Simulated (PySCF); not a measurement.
Static response to an electric field

Compound: 1-ethynyl-4-fluorobenzene, C8H5F.
Numbering: `[CH:1]#[C:2][c:3]1[cH:4][cH:5][c:6]([F:7])[cH:8][cH:9]1` (hydrogens: H10 on C1; H11 on C4; H12 on C5; H13 on C8; H14 on C9)

Geometry (PBE0-D3(BJ)/def2-SVP, Å), atoms numbered from 1 in this order:
```xyz
14
C8H5F angstrom
C      3.3183   -0.6467   -0.1875
C      2.1293   -0.4142   -0.1233
C      0.7290   -0.1428   -0.0452
C      0.2200    1.1065   -0.4406
C     -1.1411    1.3750   -0.3613
C     -1.9967    0.3881    0.1157
F     -3.2997    0.6434    0.1960
C     -1.5249   -0.8585    0.5116
C     -0.1629   -1.1201    0.4296
H      4.3704   -0.8563   -0.2430
H      0.9067    1.8694   -0.8115
H     -1.5519    2.3396   -0.6642
H     -2.2302   -1.6061    0.8785
H      0.2259   -2.0924    0.7370
```

Level: CAM-B3LYP/def2-SVPD (PySCF), static field, nuclei fixed, core orbitals frozen in the response. The polarisability tensor in these axes (au):

```
x   137.97 -11.24  -6.93
y   -11.24  86.21 -11.09
z    -6.93 -11.09  57.17
```

Question: What are the eigenvalues, a third of the trace, and Δα (Δα² = ½Σ(αi − αj)² over the three pairs)?

Answer: Principal values 52.18, 88.60 and 140.56 au; mean 93.78 au = 13.90 Å³ = 15.46 × 10⁻⁴⁰ C²·m²/J; Δα = 76.93 au (82 % of the mean).

Question: What is the dipole moment, and where does it point?

Answer: (0.82, -0.17, -0.05) D, 0.84 D in size, pointing from the negative to the positive side. Measured along this direction, the outermost atoms are F7 at the negative end and H10 at the positive end.

Question: What molar refraction does this α imply?

Answer: Lorentz–Lorenz: R = (4π/3)N_A α = 2.5225 cm³/(mol·Å³) × 13.90 Å³ = 35.1 cm³/mol, in the limit of long wavelengths.

Question: Find the Langevin capture rate constant for NO+ (29.998 u) meeting this molecule (120.038 u), k = 2.342 × 10⁻⁹ cm³/s × √(α in Å³ / reduced mass in u).

Answer: The reduced mass is 24.00 u, so k = 1.78 × 10⁻⁹ cm³/s. The formula leaves out the permanent dipole, which adds to the capture rate.

Question: What are the principal values of the traceless quadrupole moment, Θ = ½Σq(3rr − r²1), about the centre of nuclear charge?

Answer: -6.45, -0.71, 7.15 D·Å. The values depend on the origin, since the dipole doesn't vanish. The electronic extent ⟨r²⟩ about the same centre is 1275 bohr², a root-mean-square distance of 2.40 Å for the 62 electrons.

Question: Sum over states: ᾱ = Σ f/ω², ω in Eh. What share falls to these 6 lowest TDDFT singlets (eV, f)? 5.10, 0.0070; 5.32, 0.3018; 5.71, 0.0000; 6.21, 0.0000; 6.58, 0.3097; 6.63, 0.1709.

Answer: They add up to 16.29 au, 17.4 % of the 93.78 au; the largest single term is 7.91 au, from the state at 5.32 eV. Terms in order: 0.20, 7.91, 0.00, 0.00, 5.30, 2.88 au. Higher excitations give the rest. The strengths listed sum to 0.789.

Question: In a dilute gas of rigid molecules at 350 K, how does the orientational term μ²/3kT compare with the electronic polarisability?

Answer: In Gaussian units μ²/3kT = 4.89 Å³ against 13.90 Å³, a ratio of 0.35; the Debye molar polarisation (4π/3)N_A(α + μ²/3kT) is 47.4 cm³/mol, leaving out the vibrational part.

Geometry: PBE0-D3(BJ)/def2-SVP; no solvent, vibrations or thermal averaging.
